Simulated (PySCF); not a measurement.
Vertical excitations of a molecule C3H5ClSi from TDA-PBE/def2-SVPD (PySCF), as energy in eV (oscillator strength): 5.03 (0.002), 5.84 (0.009), 5.96 (0.005), 6.12 (0.017), 6.25 (0.008), 6.41 (0.009), 6.42 (0.054), 6.54 (0.011), 6.70 (0.148), 6.91 (0.055). Lowest triplet (TDA): 4.48 eV. Geometry: PBE0-D3(BJ)/def2-SVP. The values are those of a single conformer.

Problem. Which molecule gave these data?
A. C=C=C([SiH3])Cl
B. C=C=C[SiH2]Cl
C. C#C[Si@@H](C)Cl
D. CC#C[SiH2]Cl

Solution. B, C=C=C[SiH2]Cl
